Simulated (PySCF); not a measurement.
**C₆ coefficients of unlike pairs at UHF**

Calculated with PySCF 2.14 from the dipole response of each species, C₆(A,B) = (3/π) ∫ α_A(iu) α_B(iu) du, in atomic units, from isotropic polarisabilities. For ions this is the dispersion term alone; charge-induced terms of lower order in 1/R come first.

| species | configuration | basis | relativity | α (bohr³) | C₆ (like pair) |
| --- | --- | --- | --- | --- | --- |
| Al²⁺ | [Ne] 3s1 (2S) | aug-cc-pV(T+d)Z with one added diffuse shell each of s, p, d, f type (7s6p5d3f) | none | 15.35 | 43.67 |
| B³⁺ | 1s2 (1S) | dyall-av3z (15s9p3d2f) | spin-free X2C | 0.01953 | 0.002577 |
| F²⁺ | [He] 2s2 2p3 (4S) | x2c-QZVPPall with one added diffuse shell each of s, p, d, f type (8s5p4d3f1g) | spin-free X2C | 1.267 | 1.552 |
| Ar⁺ | [Ne] 3s2 3p5 (2P) | dyall-acv3z (19s12p6d4f) | spin-free X2C | 6.772 | 30.43 |

Question: Estimate C₆ for Ar⁺ with Al²⁺.

Answer: The integral gives 30.77. The combination rule 2 C_A C_B / (C_A α_B/α_A + C_B α_A/α_B) gives 30.12 and the geometric mean 36.45.

No spin-orbit coupling is included.

The other pairs:

```json
{"pair": "B³⁺, Al²⁺", "C₆": "0.1265"}
{"pair": "Ar⁺, B³⁺", "C₆": "0.1671"}
{"pair": "F²⁺, Al²⁺", "C₆": "6.180"}
{"pair": "F²⁺, B³⁺", "C₆": "0.04729"}
{"pair": "Ar⁺, F²⁺", "C₆": "6.649"}
```
